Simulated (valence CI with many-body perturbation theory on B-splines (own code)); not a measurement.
**Which ion has this spectrum?**

A relativistic CI+MBPT calculation for an atom or ion with 22 electrons gives these levels (cm⁻¹):

```csv
J,Parity,E,g
0,even,0,
1,even,91230,1.49
2,even,142629,1.38
4,even,158959,1.15
3,even,167360,1.30
0,even,236630,
4,even,249140,1.14
2,even,266114,1.00
3,even,267637,1.02
5,even,288077,1.08
1,even,298483,1.25
6,even,304127,1.09
4,even,327057,1.03
2,even,334518,1.15
```

The energies are calculated, and their last digits are not significant.

(1) Which is it?
A. Ba34+
B. Xe32+
C. Te30+
D. Cs33+

Results:

(1) D. Cs33+, ground level (3d3/2^4) J=0.
